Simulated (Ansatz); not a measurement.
A structure relaxed at PBE/def2-SVP in Ansatz, charge 1, singlet:

```tsv
atom	x (Å)	y (Å)	z (Å)
Li1	-2.202	1.276	0.628
Li2	-3.148	-1.262	-1.000
Li3	-1.395	3.676	-1.151
Li4	0.600	-2.504	2.458
Li5	2.263	-0.466	0.959
Li6	0.414	1.748	0.001
Li7	2.518	2.359	1.870
Li8	1.411	2.622	-2.553
Li9	0.573	0.144	-4.721
Li10	1.409	-3.183	-0.537
Li11	1.543	-0.296	-1.953
Li12	-0.536	-1.193	0.064
Li13	-0.586	3.499	2.054
Li14	-1.627	-3.762	0.183
Li15	-2.348	-1.453	2.209
Li16	-1.078	0.825	-2.304
Li17	0.147	0.542	2.624
Li18	2.728	-0.370	3.883
Li19	-0.687	-2.201	-2.713
```

Task: Give its formula and point group.

Result: Li₁₉⁺. Point group Cs (tolerance 0.1 Å).

Task: Summarise the bond lengths by kind (pairs closer than 1.2 times the sum of covalent radii, bridged metal pairs left out).

Result: 29 × Li–Li 2.73 to 3.04 Å.

The restricted singlet is unstable towards broken spin symmetry in Hartree–Fock (as tested in another run); at PBE/def2-SVP this wasn't settled. Another isomer (singlet) lies 0.29 eV lower at PBE0/def2-TZVP; other spin states weren't run for this one.
